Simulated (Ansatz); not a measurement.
`[OH][Al-]([OH])([OH])[OH+][SiH3]`. Charge 0, multiplicity 1. Geometry: relaxed with PBE0-D4/def2-TZVP. It is one conformer, not always the lowest.

```xyz
13

O    -0.892    0.790   -0.524
Al    0.797    0.254   -0.708
O     2.063    1.275   -0.203
O     0.923   -0.727   -2.096
O     0.308   -0.649    0.842
Si   -1.378   -0.285    1.186
H    -1.523    0.717   -1.240
H     2.626    1.764   -0.797
H     1.755   -0.946   -2.508
H     0.805   -1.112    1.517
H    -1.680    1.031    1.788
H    -2.423   -0.920    0.347
H    -1.381   -1.191    2.395
```

Question: What is the dipole moment at PBE/def2-TZVPP? (An estimate is asked.)

Answer: Ansatz gave: 1.47 D, with components (1.17, -0.47, -0.77) D in this frame, pointing from negative to positive charge.

Question: And with r2SCAN, B3LYP, ωB97M-V? (Estimate.)

Answer: Ansatz gave: r2SCAN 1.54 D, B3LYP 1.48 D, ωB97M-V 1.52 D.

Question: Give the Mulliken charges with PBE, ωB97M-V, B3LYP in def2-TZVPP. (Estimate.)

Answer: Computed: 
| atom | PBE | ωB97M-V | B3LYP |
| --- | --- | --- | --- |
| O1 | -0.30 | -0.34 | -0.36 |
| Al2 | 0.45 | 0.57 | 0.60 |
| O3 | -0.40 | -0.42 | -0.44 |
| O4 | -0.40 | -0.42 | -0.44 |
| O5 | -0.16 | -0.21 | -0.22 |
| Si6 | 0.31 | 0.28 | 0.42 |
| H7 | 0.19 | 0.18 | 0.18 |
| H8 | 0.17 | 0.15 | 0.16 |
| H9 | 0.17 | 0.15 | 0.17 |
| H10 | 0.20 | 0.19 | 0.20 |
| H11 | -0.05 | -0.02 | -0.06 |
| H12 | -0.07 | -0.04 | -0.08 |
| H13 | -0.11 | -0.08 | -0.13 |

B3LYP here is the variant with VWN-RPA as its local correlation; programs differ in this.
